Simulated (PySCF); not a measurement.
## K: ionisation energy

K [Ar] 4s1 (2S) → K⁺ [Ar] (1S), as a difference of total energies. Computed with PySCF 2.14 in dyall-av2z (17s13p2d, 66 functions), with no relativity, point nucleus. The calculations carry no spin-orbit coupling.

Question: Order these methods by the ionisation energy they give, lowest first.
A. BP86
B. PBE
C. LDA
D. PBE0

Answer: D (4.373 eV), B (4.445 eV), A (4.478 eV), C (4.531 eV).

These non-relativistic numbers lack the scalar-relativistic shift.

For comparison: 4.341 eV (measured; NIST Atomic Spectra Database, ionization energies).
